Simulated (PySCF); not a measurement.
## Excitation energy of P by level of theory

P [Ne] 3s2 3p3 (4S) → P [Ne] 3s1 3p4 (4P), as a difference of total energies. Calculation: PySCF 2.14, in x2c-QZVPPall with one added diffuse shell each of s, p, d, f type (10s7p5d3f1g, 86 functions); the spin-free X2C one-electron Hamiltonian (Gaussian nucleus). Correlated levels: valence: [Ne] frozen. The calculations carry no spin-orbit coupling.

```
           method  excitation energy (eV)  error (eV)
              UHF                   7.970      +0.575
    MP2 (valence)                   8.111      +0.716
SCS-MP2 (valence)                   8.145      +0.750
   CCSD (valence)                   7.637      +0.242
CCSD(T) (valence)                   7.453      +0.058
```

Reference: 7.395 eV (measured; NIST levels, between the centres of gravity of the two terms).

Errors of the correlated levels include the incompleteness of this basis and the frozen core.

The coupled-cluster amplitudes are large for the upper state (T1 above 0.03 or a double amplitude above 0.15), so a single reference is strained.
